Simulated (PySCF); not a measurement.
A structure optimised at PBE-D3(BJ)/def2-SVP, used in a PySCF frequency run:

```
Ge
F 1 1.7455
F 1 1.7455 2 104.38
S 1 2.2146 2 113.00 3 113.58
H 4 1.3640 1 91.07 2 76.00
S 1 2.2146 2 105.05 3 -119.12
H 6 1.3640 1 91.07 2 -170.83
```
Charge 0, spin multiplicity 1.

Question: Write its SMILES, formula and point group.

Answer: [F][Ge]([F])([SH])[SH], F₂GeH₂S₂, C2

Question: What are its rotational constants (standard atomic weights)?

Answer: 2.4660, 1.6621, 1.3949 GHz
